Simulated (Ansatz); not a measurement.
Coupled-cluster diagnostics for CdI₂, Ansatz.

Geometry of the singlet (r2SCAN-D4/def2-TZVP):

```xyz
3

Cd    1.824   -0.175    2.181
I    -1.812    0.173   -2.166
I    -0.012    0.001   -0.015
```

In the def2 sets Cd, I take a core potential; there is no spin–orbit coupling. Correlated methods freeze 8 core orbitals; core or outer-core shells of Cd, I are correlated, in sets that lack core-valence functions. In the singlet, I2 and I3 lie 2.81 Å apart (atoms count from 1), so these atoms are partly bonded to each other. Another isomer (singlet) lies 2.00 eV lower at PBE0-D4/def2-TZVP; other spin states weren't run for this one.

Estimate the CCSD(T) correlation energy, the shares of MP2 and (T), T1 and the reference's ⟨S²⟩ for: charge 0, singlet, own geometry in def2-TZVPP; and the rough time on 4 threads of Intel Xeon on a shared host.


```csv
state,basis,correlation (eV),MP2 share (%),(T) share (%),T1,⟨S²⟩ (pure),wall time,remarks
"charge 0, singlet, own geometry",def2-TZVPP,-45.299,103.3,2.7,0.010,0.00 (0.00),21 s,restricted SCF unstable
```
Customary marks for T1 are 0.02 (closed shells), 0.045 (open shells) and about 0.05 (3d metals). T1 stays under 0.02 throughout.
